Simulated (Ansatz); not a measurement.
Saddle point of SiHF3, closed shell (SiF₂ + HF → SiHF₃ ([F][SiH]([F])[F]); bonds formed: Si1–H4, Si1–F5; bonds broken: H4–F5), PBE0-D4/def2-TZVP structure:

Si1  (0.139, -0.503, 0.143)
F2  (1.488, -0.375, -0.681)
F3  (-0.897, -1.094, -0.903)
H4  (-0.316, 0.673, 1.213)
F5  (-0.413, 1.301, 0.227)
(Å)

Energies are electronic, without zero-point energy. Barriers and step energies count from the start structure reached by relaxing down the imaginary mode; all methods use the PBE0-D4 structures, on which another method's saddle can fall below an end. Program: Ansatz 0.2.0. Basis: def2-TZVPP, with def2-QZVPP for the basis limit. Cores are frozen in the correlated methods. B3LYP uses VWN-RPA correlation. Extrapolation: Hartree–Fock as exp(−7.88 √X), correlation as X^−2.97.

| method | barrier (kcal/mol) | step energy (kcal/mol) |
| --- | --- | --- |
| SPW92 | 8.57 | -66.59 |
| PBE-D4 | 14.76 | -62.76 |
| BLYP-D4 | 18.10 | -61.83 |
| r2SCAN-D4 | 14.56 | -72.57 |
| B97M-V | ? | -70.03 |
| PBE0-D4 | 19.00 | -68.15 |
| B3LYP-D4 | 20.98 | -66.57 |
| r2SCAN0-D4 | 18.71 | -74.40 |
| BHLYP-D4 | 25.73 | -72.43 |
| CAM-B3LYP-D4 | 21.20 | -69.19 |
| wB97X-V | ? | -70.00 |
| wB97M-V | 22.47 | -65.75 |
| B2PLYP | ? | -69.16 |
| PBE-QIDH | 21.45 | -73.13 |
| RPA on PBE | 22.95 | -66.80 |
| HF | 36.46 | -76.76 |
| MP2 | 21.72 | -72.50 |
| CCSD | 26.26 | -70.51 |
| CCSD(T) | 23.48 | -69.59 |

(1) Fill in the withheld barriers. (Judge from chemistry; the value comes from the calculation.)

No T1 diagnostic of these runs exceeds 0.015. The restricted Hartree–Fock reference is unstable towards an unrestricted one at one or more of these structures. The start structure is not quite a true minimum (one mode of 59i cm⁻¹).

Results:

(1) Computed: B97M-V 19.01; B2PLYP 21.59; wB97X-V 21.25 kcal/mol. Each is the energy of the saddle less that of the start structure, by the same method.

For comparison, the barrier by CCSD(T) at an estimated basis limit (MP2 extrapolated from triple and quadruple zeta, plus CCSD(T) − MP2 in triple zeta) is 22.75 kcal/mol.

Losses and insertions of silylenes and their heavier kin drive the gas-phase chemistry of silicon and germanium vapour deposition.

Labels in which every atom is bracketed show which atoms are joined, not bond orders.

For scale, one of the runs: CCSD(T)/def2-TZVPP, 149 basis functions (an equivalent command: `ansatz run in.yaml --threads 2`). Hardware: 2 CPU threads, shared host. Wall time 11 s; peak host memory 1.1 GiB.
